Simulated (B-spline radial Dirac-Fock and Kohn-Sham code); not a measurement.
Ionisation of each subshell: I²⁹⁺

System: iodine as I²⁹⁺, configuration [Ar] 3d6; nuclear rms radius 4.75 fm (A = 127).

The run's input, task.json:

```json
{"items": [{
  "Z": 53,
  "q": 29,
  "cfg": [[1, 0, 2], [2, 0, 2], [2, 1, 6], [3, 0, 2], [3, 1, 6], [3, 2, 6]],
  "A": 127,
  "rrms": 4.75,
  "do": ["binding"]
}]}
```

Run with: `python xray_run.py task.json out`

These are calculated numbers from a radial B-spline solver; the model is ΔSCF Dirac-Fock with Breit, self-energy and vacuum polarisation, finite nucleus, configuration average. Correlation energy is missing from these numbers. Energies are counted from the vacuum level.

All terms are in eV, carry their sign (relaxation lowers the binding energy) and add up to the binding energy; ⟨r⟩ is the mean radius of the orbital in the initial state.

```tsv
subshell	−ε (Koopmans)	relaxation	Breit	QED	binding energy	⟨r⟩ (bohr)
1s	34581.2	-41.07	-77.44	-39.23	34423.4	0.027
2s	6440.3	-13.88	-7.74	-5.02	6413.7	0.116
2p1/2	6109.2	-16.67	-12.63	0.33	6080.3	0.098
2p3/2	5806.7	-15.62	-8.35	-0.23	5782.5	0.104
3s	2151.0	-1.97	-1.51	-1.15	2146.4	0.299
3p1/2	2014.5	-2.30	-2.48	0.05	2009.7	0.288
3p3/2	1949.5	-2.09	-1.57	-0.07	1945.8	0.297
3d	1732.3	-2.87	-0.76	0.06	1728.7	0.267
```

For the deepest level, K (1s), the Breit terms make up -0.225 % of the binding energy, QED -0.114 % and orbital relaxation -0.119 %.

Spin-orbit splittings: 2p 297.7 eV, 3p 63.92 eV.

Going to the tabulated ground configuration of the next ion removes an electron from M4,5 (3d), computed at 1728.7 eV. NIST lists 1720 ± 4 eV as the ionisation energy of this species (theoretical), -8.74 eV from the computed value. Where a p, d or f shell is open in either ion the computed value averages over both j values and all terms, while the table refers to the lowest levels; that difference holds spin-orbit splitting (largest in heavy or highly charged ions), term energies where several electrons share open shells, and correlation, and it can reach 10 % or more.
